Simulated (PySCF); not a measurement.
PySCF job for GaH, SMILES [GaH] (connectivity only; charge and spin as stated), neutral, multiplicity 1, TDA-B3LYP/def2-TZVPD. Geometry optimised at B3LYP-D3(BJ)/def2-TZVPD.

```python
import numpy as np
from pyscf import gto, scf, dft, tdscf

mol = gto.M(
    atom='''
    Ga    0.00000000    0.00000000   -0.05276809
    H     0.00000000    0.00000000    1.63581092
    ''',
    basis='def2-TZVPD',
    charge=0,
    spin=0,
    symmetry=True,
    symmetry_subgroup='C2v',
    max_memory=1600,
    verbose=4,
)
mf = dft.RKS(mol, xc='b3lyp').density_fit(auxbasis='def2-universal-jkfit')
mf.grids.level = 3
mf.conv_tol = 1e-9
mf.max_cycle = 100
mf.kernel()
mf.grids = dft.Grids(mol).set(level=1).build(with_non0tab=True)  # coarser grid for the response kernel
td = tdscf.TDA(mf)
td.singlet = True
td.nstates = 10
td.conv_tol = 1e-4
td.kernel(x0=td.get_init_guess(mf, 15))
td.analyze()
tt = tdscf.TDA(mf)
tt.singlet = False
tt.nstates = 4
tt.conv_tol = 1e-4
tt.kernel(x0=tt.get_init_guess(mf, 9))
tt.analyze(verbose=3)
```

Program output:

```
PySCF version 2.14.0

[INPUT] verbose = 4
[INPUT] num. atoms = 2
[INPUT] num. electrons = 32
[INPUT] charge = 0
[INPUT] spin (= nelec alpha-beta = 2S) = 0
[INPUT] symmetry True subgroup C2v
[INPUT] Mole.unit = angstrom
[INPUT] Symbol           X                Y                Z      unit          X                Y                Z       unit  Magmom
[INPUT]  1 Ga     0.000000000000   0.000000000000  -0.052768090000 AA    0.000000000000   0.000000000000  -0.099717238216 Bohr   0.0
[INPUT]  2 H      0.000000000000   0.000000000000   1.635810920000 AA    0.000000000000   0.000000000000   3.091234630373 Bohr   0.0

nuclear repulsion = 9.71496947514467
point group symmetry = Coov, use subgroup C2v
symmetry origin: [0.00000000e+00 0.00000000e+00 7.67701239e-09]
symmetry axis x: [1. 0. 0.]
symmetry axis y: [0. 1. 0.]
symmetry axis z: [0. 0. 1.]
num. orbitals of irrep A1 = 29
num. orbitals of irrep A2 = 6
num. orbitals of irrep B1 = 14
num. orbitals of irrep B2 = 14
number of shells = 23
number of NR pGTOs = 117
number of NR cGTOs = 63
basis = def2-TZVPD
ecp = {}


[settings echo left out]
init E= -1924.84807462204
HOMO (A1) = -0.206300517950405  LUMO (B2) = -0.0730065527394861  gap/eV = 3.62711
cycle= 1 E= -1925.43234460619  delta_E= -0.584  |g|= 0.688  |ddm|= 0.963
HOMO (A1) = -0.21442243589725  LUMO (B2) = -0.0896896517086341  gap/eV = 3.39415
cycle= 2 E= -1925.40836135724  delta_E= 0.024  |g|= 0.912  |ddm|= 0.759
HOMO (A1) = -0.209553047584436  LUMO (B1) = -0.0726754877596099  gap/eV = 3.72463
cycle= 3 E= -1925.47313496264  delta_E= -0.0648  |g|= 0.0194  |ddm|= 0.405
HOMO (A1) = -0.214296141088099  LUMO (B2) = -0.072128145221372  gap/eV = 3.86859
cycle= 4 E= -1925.47329519343  delta_E= -0.00016  |g|= 0.00628  |ddm|= 0.0345
HOMO (A1) = -0.214203759438711  LUMO (B1) = -0.0725046343327467  gap/eV = 3.85583
cycle= 5 E= -1925.47331448202  delta_E= -1.93e-05  |g|= 0.000733  |ddm|= 0.0102
HOMO (A1) = -0.21415962044787  LUMO (B2) = -0.0725096746479297  gap/eV = 3.85449
cycle= 6 E= -1925.4733146439  delta_E= -1.62e-07  |g|= 9.48e-05  |ddm|= 0.00092
HOMO (A1) = -0.214139485348748  LUMO (B1) = -0.0724927585744943  gap/eV = 3.85440
cycle= 7 E= -1925.47331464527  delta_E= -1.36e-09  |g|= 1.19e-05  |ddm|= 0.000142
HOMO (A1) = -0.214142916355681  LUMO (B1) = -0.0724958027437754  gap/eV = 3.85441
cycle= 8 E= -1925.4733146453  delta_E= -3.64e-11  |g|= 1.42e-06  |ddm|= 2.07e-05
HOMO (A1) = -0.214142667391801  LUMO (B1) = -0.0724956494803819  gap/eV = 3.85441
Extra cycle  E= -1925.4733146453  delta_E= 2.27e-12  |g|= 1.94e-06  |ddm|= 2.56e-06
converged SCF energy = -1925.4733146453
tot grids = 9888


******** <class 'pyscf.tdscf.rks.TDA'> for <class 'pyscf.df.df_jk.DFSymAdaptedRKS'> ********
nstates = 10 singlet
deg_eia_thresh = 1.000e-03
wfnsym = None
conv_tol = 0.0001
eigh lindep = 1e-12
eigh level_shift = 0
eigh max_cycle = 100


Excitation energies (eV)
[3.01588959 3.01588959 5.41890106 6.84165988 6.84165988 6.85320974
 6.87714306 6.8773232  8.24340818 8.67786115]

** Singlet excitation energies and oscillator strengths **
Excited State   1:   B2      3.01589 eV    411.10 nm  f=0.0339
      16 -> 18       -0.69987
Excited State   2:   B1      3.01589 eV    411.10 nm  f=0.0339
      16 -> 17       -0.69987
Excited State   3:   A1      5.41890 eV    228.80 nm  f=0.2291
      16 -> 19       -0.69412
      16 -> 20       -0.12739
Excited State   4:   B2      6.84166 eV    181.22 nm  f=0.1223
      15 -> 18       -0.15233
      16 -> 22       -0.68981
Excited State   5:   B1      6.84166 eV    181.22 nm  f=0.1223
      15 -> 17       -0.15233
      16 -> 21       -0.68981
Excited State   6:   A1      6.85321 eV    180.91 nm  f=0.4921
      16 -> 19        0.11616
      16 -> 20       -0.66609
      16 -> 26        0.19535
Excited State   7:   A2      6.87714 eV    180.28 nm  f=0.0000
      16 -> 23       -0.70661
Excited State   8:   A1      6.87732 eV    180.28 nm  f=0.0000
      16 -> 24        0.70661
Excited State   9:   A1      8.24341 eV    150.40 nm  f=0.0148
      16 -> 25       -0.69894
Excited State  10:   B2      8.67786 eV    142.87 nm  f=0.6144
      15 -> 18        0.65630
      16 -> 22       -0.14200
      16 -> 30       -0.16214

** Transition electric dipole moments (AU) **
state          X           Y           Z        Dip. S.      Osc.
  1        -0.0000     -0.6774      0.0000      0.4589      0.0339
  2        -0.6774      0.0000     -0.0000      0.4589      0.0339
  3        -0.0000      0.0000      1.3136      1.7256      0.2291
  4         0.0000      0.8543     -0.0000      0.7299      0.1223
  5         0.8543     -0.0000      0.0000      0.7299      0.1223
  6         0.0000     -0.0000     -1.7119      2.9306      0.4921
  7        -0.0000     -0.0000      0.0000      0.0000      0.0000
  8         0.0000      0.0000     -0.0000      0.0000      0.0000
  9        -0.0000      0.0000     -0.2704      0.0731      0.0148
 10        -0.0000      1.7000     -0.0000      2.8899      0.6144

** Transition velocity dipole moments (imaginary part, AU) **
state          X           Y           Z        Dip. S.      Osc.
  1        -0.0000      0.0122      0.0000      0.0001      0.0009
  2         0.0122     -0.0000     -0.0000      0.0001      0.0009
  3        -0.0000      0.0000      0.2413      0.0582      0.1949
  4        -0.0000      0.1964     -0.0000      0.0386      0.1023
  5         0.1964      0.0000      0.0000      0.0386      0.1023
  6         0.0000      0.0000     -0.3219      0.1036      0.2743
  7        -0.0000     -0.0000      0.0000      0.0000      0.0000
  8        -0.0000     -0.0000     -0.0000      0.0000      0.0000
  9        -0.0000      0.0000     -0.0743      0.0055      0.0122
 10         0.0000      0.3286     -0.0000      0.1080      0.2257

** Transition magnetic dipole moments (imaginary part, AU) **
state          X           Y           Z
  1         1.2669      0.0000     -0.0000
  2         0.0000     -1.2669      0.0000
  3         0.0000     -0.0000      0.0000
  4         0.3789     -0.0000      0.0000
  5        -0.0000     -0.3789     -0.0000
  6        -0.0000     -0.0000     -0.0000
  7         0.0000     -0.0000      0.0000
  8         0.0000     -0.0000     -0.0000
  9         0.0000     -0.0000     -0.0000
 10         0.1372      0.0000     -0.0000


******** <class 'pyscf.tdscf.rks.TDA'> for <class 'pyscf.df.df_jk.DFSymAdaptedRKS'> ********
nstates = 4 triplet
deg_eia_thresh = 1.000e-03
wfnsym = None
conv_tol = 0.0001
eigh lindep = 1e-12
eigh level_shift = 0
eigh max_cycle = 100


Excitation energies (eV)
[2.08126075 2.08126075 5.02904602 5.70083609]

** Triplet excitation energies and oscillator strengths **
Excited State   1:   B1      2.08126 eV    595.72 nm  f=0.0000
Excited State   2:   B2      2.08126 eV    595.72 nm  f=0.0000
Excited State   3:   A1      5.02905 eV    246.54 nm  f=0.0000
Excited State   4:   A1      5.70084 eV    217.48 nm  f=0.0000
```

The calculation finished and met its thresholds.

Cost: about 7 core-seconds (a rough figure).
